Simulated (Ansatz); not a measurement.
Cu₁₃Cl₂ (relaxed from a model of Cu13(Cl)2, whose bonding it doesn't keep). Total charge 0; doublet. Geometry r2SCAN-D4/def2-SVP.

```xyz
15

Cu    0.0549   -0.2518   -0.0273
Cu    1.8543    0.2068   -1.4852
Cu   -0.5274    1.2082   -1.8496
Cu    0.6214   -1.6884    1.8029
Cu   -1.7042   -0.8846    1.4150
Cu   -0.7448   -2.4772   -0.1463
Cu    0.0468   -1.3856   -2.1385
Cu    0.0676    0.9099    2.0823
Cu    0.8914    1.9863    0.0979
Cu   -1.6373    1.4135    0.2706
Cu   -1.9906   -0.5622   -1.1664
Cu    2.0948    0.0842    1.1156
Cu    1.7052   -1.9225   -0.3324
Cl    1.5783    2.3711   -2.2806
Cl   -2.3105    0.9922    2.6419
```

The 6-31G sets use Cartesian d functions. B3LYP takes the VWN-RPA correlation. Single mean-field runs in def2-SVP, def2-TZVP are fitted with def2-universal-jkfit. At r2SCAN-D4/def2-TZVP, PBE0-D4/def2-SVP the charge 0 doublet is spin-contaminated (final ⟨S²⟩ up to 1.04, 0.75 for a pure state). No other spin state of charge 0 was run.

(1) Estimate the α-spin orbital energies around the gap (eV) in Ansatz with PBE-D4/def2-TZVP, BLYP-D4/def2-TZVP, r2SCAN-D4/def2-TZVP, B3LYP-D4/6-31G, PBE0-D4/def2-SVP.

Results:

(1) 
```json
{"orbital": "HOMO−13", "PBE-D4/def2-TZVP": "-5.96", "BLYP-D4/def2-TZVP": "-5.88", "r2SCAN-D4/def2-TZVP": "-6.06", "B3LYP-D4/6-31G": "-6.65", "PBE0-D4/def2-SVP": "-7.31"}
{"orbital": "HOMO−12", "PBE-D4/def2-TZVP": "-5.93", "BLYP-D4/def2-TZVP": "-5.85", "r2SCAN-D4/def2-TZVP": "-6.02", "B3LYP-D4/6-31G": "-6.64", "PBE0-D4/def2-SVP": "-7.27"}
{"orbital": "HOMO−11", "PBE-D4/def2-TZVP": "-5.92", "BLYP-D4/def2-TZVP": "-5.84", "r2SCAN-D4/def2-TZVP": "-6.02", "B3LYP-D4/6-31G": "-6.63", "PBE0-D4/def2-SVP": "-7.25"}
{"orbital": "HOMO−10", "PBE-D4/def2-TZVP": "-5.92", "BLYP-D4/def2-TZVP": "-5.84", "r2SCAN-D4/def2-TZVP": "-6.02", "B3LYP-D4/6-31G": "-6.61", "PBE0-D4/def2-SVP": "-7.24"}
{"orbital": "HOMO−9", "PBE-D4/def2-TZVP": "-5.91", "BLYP-D4/def2-TZVP": "-5.81", "r2SCAN-D4/def2-TZVP": "-5.99", "B3LYP-D4/6-31G": "-6.61", "PBE0-D4/def2-SVP": "-7.18"}
{"orbital": "HOMO−8", "PBE-D4/def2-TZVP": "-5.89", "BLYP-D4/def2-TZVP": "-5.81", "r2SCAN-D4/def2-TZVP": "-5.99", "B3LYP-D4/6-31G": "-6.56", "PBE0-D4/def2-SVP": "-7.14"}
{"orbital": "HOMO−7", "PBE-D4/def2-TZVP": "-5.87", "BLYP-D4/def2-TZVP": "-5.79", "r2SCAN-D4/def2-TZVP": "-5.96", "B3LYP-D4/6-31G": "-6.53", "PBE0-D4/def2-SVP": "-7.12"}
{"orbital": "HOMO−6", "PBE-D4/def2-TZVP": "-5.80", "BLYP-D4/def2-TZVP": "-5.71", "r2SCAN-D4/def2-TZVP": "-5.89", "B3LYP-D4/6-31G": "-6.47", "PBE0-D4/def2-SVP": "-7.04"}
{"orbital": "HOMO−5", "PBE-D4/def2-TZVP": "-5.76", "BLYP-D4/def2-TZVP": "-5.68", "r2SCAN-D4/def2-TZVP": "-5.85", "B3LYP-D4/6-31G": "-6.41", "PBE0-D4/def2-SVP": "-7.00"}
{"orbital": "HOMO−4", "PBE-D4/def2-TZVP": "-5.69", "BLYP-D4/def2-TZVP": "-5.60", "r2SCAN-D4/def2-TZVP": "-5.77", "B3LYP-D4/6-31G": "-6.32", "PBE0-D4/def2-SVP": "-6.84"}
{"orbital": "HOMO−3", "PBE-D4/def2-TZVP": "-5.41", "BLYP-D4/def2-TZVP": "-5.31", "r2SCAN-D4/def2-TZVP": "-5.49", "B3LYP-D4/6-31G": "-6.02", "PBE0-D4/def2-SVP": "-6.22"}
{"orbital": "HOMO−2", "PBE-D4/def2-TZVP": "-5.38", "BLYP-D4/def2-TZVP": "-5.27", "r2SCAN-D4/def2-TZVP": "-5.43", "B3LYP-D4/6-31G": "-5.88", "PBE0-D4/def2-SVP": "-5.94"}
{"orbital": "HOMO−1", "PBE-D4/def2-TZVP": "-4.22", "BLYP-D4/def2-TZVP": "-4.08", "r2SCAN-D4/def2-TZVP": "-4.25", "B3LYP-D4/6-31G": "-4.55", "PBE0-D4/def2-SVP": "-4.25"}
{"orbital": "HOMO", "PBE-D4/def2-TZVP": "-4.13", "BLYP-D4/def2-TZVP": "-3.97", "r2SCAN-D4/def2-TZVP": "-4.18", "B3LYP-D4/6-31G": "-4.48", "PBE0-D4/def2-SVP": "-4.19"}
{"orbital": "LUMO", "PBE-D4/def2-TZVP": "-3.94", "BLYP-D4/def2-TZVP": "-3.79", "r2SCAN-D4/def2-TZVP": "-3.85", "B3LYP-D4/6-31G": "-3.46", "PBE0-D4/def2-SVP": "-2.90"}
{"orbital": "LUMO+1", "PBE-D4/def2-TZVP": "-3.76", "BLYP-D4/def2-TZVP": "-3.63", "r2SCAN-D4/def2-TZVP": "-3.67", "B3LYP-D4/6-31G": "-3.29", "PBE0-D4/def2-SVP": "-2.78"}
{"orbital": "LUMO+2", "PBE-D4/def2-TZVP": "-3.28", "BLYP-D4/def2-TZVP": "-3.15", "r2SCAN-D4/def2-TZVP": "-3.14", "B3LYP-D4/6-31G": "-2.81", "PBE0-D4/def2-SVP": "-2.21"}
{"orbital": "LUMO+3", "PBE-D4/def2-TZVP": "-2.90", "BLYP-D4/def2-TZVP": "-2.75", "r2SCAN-D4/def2-TZVP": "-2.79", "B3LYP-D4/6-31G": "-2.41", "PBE0-D4/def2-SVP": "-1.76"}
{"orbital": "LUMO+4", "PBE-D4/def2-TZVP": "-1.89", "BLYP-D4/def2-TZVP": "-1.73", "r2SCAN-D4/def2-TZVP": "-1.80", "B3LYP-D4/6-31G": "-1.45", "PBE0-D4/def2-SVP": "-0.96"}
{"orbital": "LUMO+5", "PBE-D4/def2-TZVP": "-1.84", "BLYP-D4/def2-TZVP": "-1.67", "r2SCAN-D4/def2-TZVP": "-1.71", "B3LYP-D4/6-31G": "-1.44", "PBE0-D4/def2-SVP": "-0.81"}
{"orbital": "β HOMO", "PBE-D4/def2-TZVP": "-4.17", "BLYP-D4/def2-TZVP": "-4.04", "r2SCAN-D4/def2-TZVP": "-4.19", "B3LYP-D4/6-31G": "-4.52", "PBE0-D4/def2-SVP": "-4.17"}
{"orbital": "β LUMO", "PBE-D4/def2-TZVP": "-3.89", "BLYP-D4/def2-TZVP": "-3.78", "r2SCAN-D4/def2-TZVP": "-3.78", "B3LYP-D4/6-31G": "-3.41", "PBE0-D4/def2-SVP": "-2.81"}
```
